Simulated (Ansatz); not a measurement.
Consider the atomization: `CO[Si](F)(F)S[Si](Cl)(Cl)OC` → 2 C• + 2 Cl• + 2 F• + 6 H• + 2 O• + S• + 2 Si•.

Gas-phase electronic energies from Ansatz, PBE0-D4/def2-TZVP geometries. CCSD(T)/CBS is the MP2 limit (def2-TZVPP, def2-QZVPP) plus CCSD(T) − MP2 in def2-TZVPP, frozen cores. This one scheme is used for every species, atoms too. Functionals use def2-TZVPP. B3LYP here is the variant with VWN-RPA as its local correlation; programs differ in this. No spin–orbit coupling; open shells (•) take unrestricted orbitals. Spin–orbit coupling would lower the free atoms: a little for C, Cl, F, O, S, Si. One conformer a species, not always the lowest.

What is ΔE at CCSD(T)/CBS? (An estimate is asked.)

Ansatz gave: +1643.2 kcal/mol.

What do these levels give: PBE0-D4, PBE-QIDH, B3LYP, r2SCAN0, MP2/def2-TZVPP, CCSD(T)/def2-TZVPP? (Best estimate.)

Computed: PBE0-D4 1634.2, PBE-QIDH 1627.7, B3LYP 1599.7, r2SCAN0 1609.6, MP2/def2-TZVPP 1646.1, CCSD(T)/def2-TZVPP 1590.7 kcal/mol.

Largest T1 diagnostic among the species: 0.012.

From BLYP to BHLYP (50 % exact exchange), in def2-TZVPP and without D4, ΔE moves by −36.1 kcal/mol: exact exchange takes away binding that semilocal exchange gives to molecules. Leaving LDA and LC-ωPBE aside and taking each functional with its dispersion term where it has one, the values, not all of them listed here, spread over 89.7 kcal/mol, from BHLYP-D4 to PBE-D4. LDA lies +234.7 kcal/mol from PBE without D4, its usual overbinding. In def2-TZVPP, CCSD(T) changes the Hartree–Fock value by +399.4 kcal/mol (the triples alone add +28.8 kcal/mol) and MP2 by +454.8 kcal/mol; breaking electron pairs costs correlation energy, which Hartree–Fock lacks.

For atomizations the MP2-based limit and the directly extrapolated one differ by several kJ/mol either way, and by 10 to 25 for some Ge, Se and Sn compounds, so smaller differences from it don't rank the levels.
